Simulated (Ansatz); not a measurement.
Gas-phase electronic energies from Ansatz, PBE0-D4/def2-TZVP geometries. CBS: MP2 limit from def2 TZ/QZ plus the TZ coupled-cluster correction, frozen cores. def2 core potentials past Kr. For Sb, Se outer-core shells are correlated without core-valence functions, which leaves a few kJ/mol of doubt a bond. Scalar relativity is left out up to krypton. Each species was taken in one conformer, which may not be the lowest.

`[CH3][SbH][SeH]` + H₂Se → `[SeH][SeH]` + `[CH3][SbH2]`  (ligand exchange at the Se–Sb bond)

`[CH3][SbH][SeH]`:

Z-matrix (Å, degrees):
```
C
Sb 1 2.157
H 1 1.088 2 110.4
H 1 1.090 2 108.5 3 120.2
H 1 1.091 2 109.0 3 -120.7
Se 2 2.563 1 96.7 3 -44.1
H 2 1.712 1 93.1 3 48.4
H 6 1.468 2 92.4 1 -118.4
```

H₂Se:

Cartesian coordinates in Å:
```
Se -0.226 -0.423 -0.489
H 0.253 -0.605 0.886
H -0.028 1.028 -0.397
```

`[SeH][SeH]`:

Z-matrix (Å, degrees):
```
Se
Se 1 2.324
H 1 1.473 2 96.5
H 2 1.473 1 96.5 3 -90.7
```

`[CH3][SbH2]`:

Z-matrix (Å, degrees):
```
C
Sb 1 2.162
H 1 1.088 2 111.0
H 1 1.090 2 108.7 3 120.8
H 1 1.090 2 108.7 3 -120.8
H 2 1.711 1 94.2 3 -45.5
H 2 1.711 1 94.2 3 46.1
```

```json
{"species": "`[CH3][SbH][SeH]`", "CCSD(T)/CBS(def2) energy (Eh)": "-2681.79999"}
{"species": "H₂Se", "CCSD(T)/CBS(def2) energy (Eh)": "-2401.89790"}
{"species": "`[SeH][SeH]`", "CCSD(T)/CBS(def2) energy (Eh)": "-4802.61264"}
{"species": "`[CH3][SbH2]`", "CCSD(T)/CBS(def2) energy (Eh)": "-281.05548"}
```

Q: Work out ΔE.

A: ΔE = (-4802.61264) + (-281.05548) − (-2681.79999) − (-2401.89790) = 0.02977 Eh = +78.2 kJ/mol.

Largest T1 diagnostic among the species: 0.013.

From BLYP to BHLYP (50 % exact exchange), in def2-TZVPP and without D4, ΔE moves by +5.7 kJ/mol. Leaving LDA and LC-ωPBE aside and taking each functional with its dispersion term where it has one, the values, not all of them listed here, spread over 8.0 kJ/mol, from B97M-V to PBE-QIDH. The D4 term adds +3.4 kJ/mol with B3LYP and +2.0 kJ/mol with PBE0; it sums over pairs of atoms, weighted by their polarisabilities, and B3LYP, whose exchange is more repulsive, gets the larger term.

B3LYP here is the variant with VWN-RPA as its local correlation; programs differ in this.
